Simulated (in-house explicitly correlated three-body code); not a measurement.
Computed with an exponentially correlated three-body code. Model: two electrons around a point charge, non-relativistic, variational in 260 exponentially correlated functions (energies converged to about 1e-7 hartree, or 1e-8 relative for large Z).

Command:
```bash
python run_hyl.py task.json out
```
Settings (lengths in bohr, energies in hartree):
```
Z                      26
screening              6.5
interaction_strength   1
functions              260
states_tried           13
```

Cost of the run: 2.1 min on 1 thread of AMD EPYC 7R43 64-Core Processor (Zen 3), with other jobs on the host.

**Those bound S and P states to n = 4 that converged, binding against the one-electron ion.**

Given: nuclear charge 26; Yukawa screening of all interactions 6.5 1/bohr.

Computed: one-electron threshold -196.661641 hartree.

```
term  energy (hartree)  binding (eV)
1 1S         -382.9311        5068.7
2 3S       -198.473254        49.296
2 1S       -198.208214        42.084
```

**Converged states only, values per electron or pair (inverse distances are <exp(-kr)/r>).**

```tsv
term	mean r (bohr)	mean r squared (bohr²)	mean inverse r (1/bohr)	mean r12 (bohr)	mean inverse r12 (1/bohr)	mean cosine	mean p1 dot p2 (bohr⁻²)	delta r1 (bohr⁻³)	delta r12 (bohr⁻³)
1 1S	0.061558	0.0051204	19.322	0.0903	10.249	-0.0048279	2.9052	5047.4	577.69
2 3S	0.27404	0.16163	10.221	0.4929	0.45559	-0.00046181	0.027807	2668.4	-
2 1S	0.28746	0.18129	10.191	0.51848	0.66796	-0.00067078	0.065418	2661.9	26.898
```

**Static dipole response.**

| state | polarisability (bohr³) |
| --- | --- |
| 1 1S | 2.6672e-05 |
| 2 1S | 0.075197 |
